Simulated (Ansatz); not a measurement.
```tsv
atom	x (Å)	y (Å)	z (Å)
C	1.4000	0.0000	0.0000
C	0.7000	1.2124	0.0000
C	-0.7000	1.2124	0.0000
C	-1.4000	0.0000	0.0000
C	-0.7000	-1.2124	0.0000
C	0.7000	-1.2124	0.0000
F	4.0000	0.0000	0.0000
H	1.2425	2.1521	0.0000
H	-1.2425	2.1521	0.0000
H	-2.4850	0.0000	0.0000
H	-1.2425	-2.1521	0.0000
H	1.2425	-2.1521	0.0000
```

Basis set: def2-TZVP (spherical functions). Charge 0, multiplicity 3.

Computed with Ansatz (development build ahead of 0.2.0); each method stands on the lowest determinant of its kind that the runs found. Restricted functionals stand beside restricted open-shell atoms, which can lie above the unrestricted atoms usual in DFT and then raise those values.

Problem. Give the atomization energy at this shape (free ground-state atoms in the same class of orbitals less the molecule, no zero-point energy) of triplet C6H5F by ωB97X (unrestricted), PBE0 (unrestricted), PBE0 (restricted open-shell), UHF, ROHF.

Solution.

```csv
method,atomization energy
ωB97X (unrestricted),5206.7 kJ/mol
PBE0 (unrestricted),5300.2 kJ/mol
PBE0 (restricted open-shell),5326.0 kJ/mol
UHF,3888.8 kJ/mol
ROHF,3927.4 kJ/mol
```

Caution: other spin multiplicities may lie lower. Caution for ωB97X (unrestricted), PBE0 (unrestricted), PBE0 (restricted open-shell): charge can spread falsely over distant fragments. Caution for UHF: the unrestricted determinant is spin contaminated.

The shape needn't be a minimum at these levels.
